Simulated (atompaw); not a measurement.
**palladium: one change to a PAW (atompaw) potential, before and after**

palladium (Pd), PAW, made with atompaw 4.2.0.5 (PBE, scalar-relativistic). Core [Ar] 3d10, reference 4s2 4p6 4d9 5s0 5p0 (charge +1). Waves: 4s (bound): rc 1.75 bohr; 5s (bound, empty): rc 2.10 bohr; 4p (bound): rc 1.70 bohr; 5p (bound, empty): rc 2.10 bohr; 4d (bound): rc 2.10 bohr; 4d channel at 2.8 Ry: rc 2.10 bohr. Local part: troulliermartins scheme with l = 3 at 0.5 Ry, radius 1.80 bohr. Core correction: smooth core density matched at 1.25 bohr. Augmentation charge: besselshape compensation charge, radius 1.55 bohr; PAW radius 2.10 bohr; waves and projectors: custom polynom vanderbiltortho.

All-electron outer shells of the reference configuration (PBE, scalar-relativistic, ld1.x):

```
shell  level (eV)  outermost node (bohr)  outermost maximum (bohr)
   3d     -336.91                      –                      0.28
   4s      -96.68                   0.45                      0.85
   4p      -62.47                   0.46                      0.91
   4d      -14.61                   0.45                      1.09
   5s      -11.04                   1.14                      2.45
   5p       -6.25                   1.29                      3.15
```

Change: all radii scaled by about 1.19 (s 2.08, p 2.02, d 2.48 bohr); local potential troulliermartins scheme with l = 3 at 0.5 Ry, radius 2.14 bohr; augmentation besselshape compensation charge, radius 1.84 bohr; PAW radius 2.48 bohr; waves and projectors: custom polynom vanderbiltortho; core correction smooth core density matched at 1.48 bohr.

Cutoffs: the cutoffs (Ry, on a coarse ladder) from which the occupation-weighted sum of valence levels, in a spherical-Bessel basis at the reference potential, stays within 10 and 1 mRy of its value at 400 Ry; they do not see the model core or the augmentation charge, which bear on the density cutoff.

Task: What does the change do?

Result: The potential gets softer (40 Ry and 60 Ry → 30 Ry and 45 Ry); neither file shows a bound ghost. A larger radius leaves more room for a smooth pseudo-wave, so fewer plane waves are needed.

```tsv
quantity	base	changed
cutoff, loose	40 Ry	30 Ry
cutoff, tight	60 Ry	45 Ry
loose cutoff by channel (10 mRy a level)	s 18 Ry, p 25 Ry, d 18 Ry	s 12 Ry, p 18 Ry, d 15 Ry
bound ghosts	none	none
lowest overlap eigenvalue by channel	s 0.53, p 0.62, d 0.87	s 0.47, p 0.58, d 0.84
```

 The cutoffs see the waves, projectors and local potential, not the compensation charge or the core.
